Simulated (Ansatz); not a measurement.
Cost and result for the atomization energy of C₂H₈BNSn (`C[CH]1B[NH][SnH2]1`) (13 atoms, 13 bonds).

```xyz
13

C     1.6034   -0.6384   -0.5982
C     0.6298    0.3678   -0.0085
B    -0.6435    0.7948   -0.8897
N    -1.8110    0.5488   -0.1645
Sn   -0.8286   -0.2618    1.4611
H     1.1007   -1.5538   -0.9225
H     2.0977   -0.2179   -1.4810
H     2.3881   -0.9277    0.1056
H     1.1691    1.2450    0.3647
H    -0.6044    1.2474   -2.0040
H    -2.7562    0.7345   -0.4580
H    -1.1468    0.5837    2.9189
H    -1.1983   -1.9224    1.6761
```

Total charge 0; spin multiplicity 1. Correlated methods include outer-core shells of Sn, which these sets cover unevenly. Sn: def2 effective core potential. Geometry: relaxed with PBE0-D4/def2-TZVP. Program: Ansatz. All runs use 2 threads of an AMD EPYC 7R13 on a shared host and a share of an NVIDIA H100 80 GB. Times are those of one run each, without the atoms' runs, and a repeat can differ threefold. Electronic energies, without spin–orbit coupling; frozen cores. CCSD(T)/CBS adds CCSD(T) − MP2 in def2-TZVPP to the MP2 limit, and its time is that of the two runs behind it. T1 = 0.013. With those shells the extrapolation isn't a true limit. B3LYP takes the VWN-RPA correlation (the form of Gaussian; ORCA's B3LYP/G).

CCSD(T)/CBS is a level of theory with its own doubt, some kJ/mol a heavy atom from the limit and from the frozen cores, so smaller differences don't rank the functionals.

```json
{"level": "B2PLYP/def2-TZVPP", "functions": "286", "wall time": "6.5 s"}
{"level": "r2SCAN-D4/def2-TZVPP (with forces)", "functions": "286", "wall time": "8.5 s"}
{"level": "PBE0-D4/def2-TZVPP", "functions": "286", "wall time": "9 s"}
{"level": "MP2/def2-QZVPP", "functions": "550", "wall time": "9.5 s"}
{"level": "B3LYP-D4/def2-TZVPP (with forces)", "functions": "286", "wall time": "10 s"}
{"level": "PBE-D4/def2-TZVPP (with forces)", "functions": "286", "wall time": "11 s"}
{"level": "ωB97X-V/def2-TZVPP", "functions": "286", "wall time": "11 s"}
{"level": "ωB97M-V/def2-TZVPP (with forces)", "functions": "286", "wall time": "13 s"}
{"level": "CCSD(T)/def2-TZVPP", "functions": "286", "wall time": "15 s"}
{"level": "CCSD(T)/CBS(def2)", "functions": "–", "wall time": "25 s"}
```

Q: What atomization energy does each give, and how far from CCSD(T)/CBS? (An estimate is asked.)

A: Ansatz gave: 
| level | atomization (kcal/mol) | difference from CCSD(T)/CBS | per bond |
| --- | --- | --- | --- |
| B2PLYP/def2-TZVPP | 1096.0 | -14.2 | -1.1 |
| r2SCAN-D4/def2-TZVPP (with forces) | 1109.5 | -0.7 | -0.1 |
| PBE0-D4/def2-TZVPP | 1112.3 | 2.1 | 0.2 |
| MP2/def2-QZVPP | 1107.7 | -2.5 | -0.2 |
| B3LYP-D4/def2-TZVPP (with forces) | 1109.1 | -1.1 | -0.1 |
| PBE-D4/def2-TZVPP (with forces) | 1128.0 | 17.8 | 1.4 |
| ωB97X-V/def2-TZVPP | 1113.4 | 3.2 | 0.2 |
| ωB97M-V/def2-TZVPP (with forces) | 1111.4 | 1.2 | 0.1 |
| CCSD(T)/def2-TZVPP | 1082.2 | -28.0 | -2.2 |
| CCSD(T)/CBS(def2) | 1110.2 | 0.0 | 0.0 |

From PBE to PBE0 (25 % exact exchange), in def2-TZVPP and without D4, the atomization energy moves by −14.7 kcal/mol: exact exchange takes away binding that semilocal exchange gives to molecules. The D4 term adds +11.3 kcal/mol with B3LYP and +5.9 kcal/mol with PBE0; it sums over pairs of atoms, weighted by their polarisabilities, and B3LYP, whose exchange is more repulsive, gets the larger term. In def2-TZVPP, CCSD(T) changes the Hartree–Fock value by +277.0 kcal/mol (the triples alone add +16.9 kcal/mol) and MP2 by +285.9 kcal/mol; breaking electron pairs costs correlation energy, which Hartree–Fock lacks.

Spin–orbit coupling would lower the free Sn atoms strongly, and the atomization energy with them, by more than many differences here. For some Ge, Se and Sn compounds the MP2-based and the directly extrapolated limit differ by 10 to 25 kJ/mol.
